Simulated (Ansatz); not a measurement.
One change: `C[SiH2][SiH2]C=N` becomes `C=C[SiH2]C=N`.

Ansatz, PBE0-D4/def2-TZVP geometries, multiplicity 1. Each molecule was computed in one conformer, which needn't be the lowest.

| property | `C[SiH2][SiH2]C=N` |
| --- | --- |
| HOMO–LUMO gap (ωB97M-V/def2-TZVPP) / eV | 10.95 |
| HOMO–LUMO gap (PBE0/def2-TZVPP) / eV | 6.46 |
| LUMO energy (PBE0/def2-TZVPP) / eV | -0.94 |
| HOMO–LUMO gap (PBE/def2-TZVPP) / eV | 3.95 |
| HOMO energy (PBE/def2-TZVPP) / eV | -6.00 |
| LUMO energy (B3LYP/def2-TZVPP) / eV | -1.18 |

Task: What does the change do to each property? (Best estimate.)

Result: Computed: 
| property | `C=C[SiH2]C=N` | shift |
| --- | --- | --- |
| HOMO–LUMO gap (ωB97M-V/def2-TZVPP) / eV | 11.02 | 0.07 |
| HOMO–LUMO gap (PBE0/def2-TZVPP) / eV | 6.47 | 0.01 |
| LUMO energy (PBE0/def2-TZVPP) / eV | -0.83 | 0.11 |
| HOMO–LUMO gap (PBE/def2-TZVPP) / eV | 3.92 | -0.03 |
| HOMO energy (PBE/def2-TZVPP) / eV | -5.87 | 0.13 |
| LUMO energy (B3LYP/def2-TZVPP) / eV | -1.07 | 0.11 |

B3LYP here is the variant with VWN-RPA as its local correlation; programs differ in this.
